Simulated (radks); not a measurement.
Results of a calculation; reference values are marked as such.
Spherical quantum dot in the effective-mass picture: electrons in a parabolic well V = omega^2 r^2 / 2 with omega = 0.127, with a point charge +1 (a donor) at the centre, all in effective atomic units (hartree* = m*/eps^2 hartree, bohr* = eps/m* bohr), one dielectric constant everywhere. Level of theory: non-relativistic Kohn-Sham, PBE, spin-polarised, spherical densities (a radial shooting solver with Libxc functionals). Levels are named by radial order and angular momentum (1s, 1p, 1d, 2s, ...), and open shells are averaged over m. Results are scaled to m* = 0.08 and eps = 8.2, for which hartree* = 32.38 meV and bohr* = 5.424 nm.

N = 38, configuration 1s2 1p6 1d10 2s2 1f14 2p(up 3, down 0) 3s(up 1, down 0). This is the lowest configuration that the search found. Occupied levels:

| level | occupation | eigenvalue (meV) | <r> (nm) |
|---|---|---|---|
| 1s up | 1 | 129.85 | 20.67 |
| 1s down | 1 | 130.52 | 24.27 |
| 1p up | 3 | 131.34 | 50.02 |
| 2s up | 1 | 131.36 | 44.98 |
| 2s down | 1 | 131.51 | 41.99 |
| 1p down | 3 | 131.54 | 52.72 |
| 1d up | 5 | 132.21 | 55.06 |
| 1d down | 5 | 132.32 | 55.63 |
| 1f up | 7 | 133.24 | 58.47 |
| 1f down | 7 | 133.32 | 58.16 |
| 2p up | 3 | 133.88 | 45.91 |
| 3s up | 1 | 134.06 | 43.90 |

Energy (meV): total 2926.51, kinetic 104.50, external 840.54, Hartree 2163.6, exchange-correlation -182.14.

Electron density:

| r (nm) | n(r) (e/nm^3) |
|---|---|
| 2.20 | 0.001094 |
| 7.71 | 0.0001831 |
| 13.2 | 0.00004661 |
| 18.7 | 0.00002310 |
| 24.3 | 0.00002062 |
| 29.8 | 0.00002154 |
| 35.3 | 0.00002259 |
| 40.8 | 0.00002425 |
| 46.3 | 0.00002669 |
| 51.8 | 0.00002841 |
| 57.4 | 0.00002703 |
| 62.9 | 0.00002145 |
| 68.4 | 0.00001317 |
| 73.9 | 5.824e-06 |
| 79.4 | 1.856e-06 |
| 84.9 | 4.283e-07 |
| 90.5 | 7.086e-08 |
| 96.0 | 8.304e-09 |
| 101 | 7.133e-10 |
| 107 | 4.325e-11 |
